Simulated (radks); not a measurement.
Task: These are the eigenvalues of the occupied orbitals of an atom or ion with whole-number occupations (Ry). Method: non-relativistic Kohn-Sham, TPSS, spin-polarised, spherical densities, point nucleus; meta-GGA in the generalised Kohn-Sham scheme; computed with a radial shooting solver on a logarithmic mesh with Libxc functionals.

orbital  eigenvalue
1s up     -3481.892
1s down   -3481.458
2s up     -741.5361
2s down   -741.2631
2p up     -718.7239
2p down   -718.2757
3s up     -302.0912
3s down   -300.3549
3p up     -293.6048

Which element is it, and in what charge state? The configuration may be excited. Open shells, if any, are filled with parallel spins first.

Result: Z = 62, samarium, charge +48: Sm48+ in [Ne] 3s2 3p2. The list shows which subshells hold electrons but not how many an open one holds; the 1s level, -1740.9 hartree, gives Z - s = 59.0 by -(Z - s)^2/2, which with screening narrows Z to a few neighbours, and the depths of the outer levels then fix element, charge and occupations together.
